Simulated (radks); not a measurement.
Excited configurations of Sb IV: one electron is placed in a higher orbital outside [Kr] 4d10 5s1. The ground configuration is [Kr] 4d10 5s2. Calculated with a radial shooting solver on a logarithmic mesh with Libxc functionals: Dirac Kohn-Sham, PBE, spin-unpolarised, spherical densities, finite nucleus; open shells are shared between the two j in proportion to 2j + 1; Fermi nuclear charge, rms radius 4.6802 fm. Excitation = E - E(ground); binding = E(ion) - E, where the ion is the core of charge +4; n* = 4/sqrt(2 binding) in atomic units, and the quantum defect is n - n*. Eigenvalue and <r> are those of j = l + 1/2.

outer orbital,excitation (eV),binding (eV),quantum defect,<r> (bohr)
4f,28.624,15.666,0.272,3.377
5p,10.068,34.222,2.478,2.367
6s,23.873,20.417,2.735,4.124
6d,31.814,12.476,1.823,6.030
6f,36.897,7.394,0.574,9.581
7s,32.179,12.111,2.760,6.919
7d,36.097,8.194,1.846,9.503
7f,38.884,5.406,0.654,13.80

The Delta-SCF ionisation energy is 44.290 eV (NIST Atomic Spectra Database: 43.80 eV, measured). Self-interaction in the functional shifts the binding energies and quantum defects, so they are the method's values and not measured ones. Spin polarisation and multiplet splitting are left out, so open shells lie too high by an amount that depends on their filling.

Beside tabulated values, note that spin-unpolarised runs miss the spin-polarisation part of the exchange energy of open shells.
